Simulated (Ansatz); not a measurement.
The first iterations of a band of AlFH2O2 + H2 (8 atoms, charge 0, multiplicity 1).

Computed with RKS PBE0-D4/def2-SVP (Ansatz).

```json
{
 "movable images": "9",
 "climbing image": "yes",
 "spring": "5.0 eV/Å²",
 "optimiser": "quadratic models (default)",
 "start path": "through a guess of the saddle point",
 "force threshold": "0.03 eV/Å",
 "iteration limit": "60",
 "end points": "relaxed"
}
```

First end point:

```xyz
8
Properties=species:S:1:pos:R:3
Al -0.021 -0.312 0.008
F 0.053 -0.763 1.613
O 1.381 -0.239 -0.932
H 2.265 -0.429 -0.621
O -1.509 -0.159 -0.778
H -2.363 -0.279 -0.363
H 0.037 1.897 0.520
H 0.092 1.568 1.209
```

Last end point:

```xyz
8
Properties=species:S:1:pos:R:3
Al -0.012 0.464 -0.152
F 0.086 0.068 1.882
O 1.455 -0.191 -0.716
H 1.602 -1.003 -1.199
O -1.564 -0.110 -0.556
H -1.804 -0.915 -1.013
H 0.055 1.975 0.365
H 0.119 0.996 2.044
```

| iteration | highest image above the first end (eV) | largest band force component (eV/Å) |
| --- | --- | --- |
| 1 | 2.180 | 10.443 |
| 2 | 1.508 | 2.920 |
| 3 | 1.626 | 6.764 |
| 4 | 1.268 | 1.761 |
| 5 | 1.284 | 1.296 |
| 6 | 1.360 | 1.589 |
| 7 | 1.394 | 2.015 |

**Question.** Does the band converge within its limit, and where does its top end?

**Answer.** It converged. It ended after 23 iterations with the highest image 1.215 eV above the first end. The profile has 2 maxima (images 2, 8) with wells between them (image 3): this band takes more than one step, which may be the mechanism or a detour left from its start path. A structure lower than the first end lies on the path between it and the top, so the climb from that side starts below the end, which may itself be a saddle point or a shallow side well. A vibrational analysis at the climbing image gives one clearly imaginary mode, 481i cm⁻¹: a first-order saddle point. The orbitals stay closed-shell, which can raise the energy where a bond breaks towards radicals; this wasn't checked here.

Run time: 4.9 min on 2 threads of Arm Neoverse V2, on a shared host, peak memory 0.15 GiB.
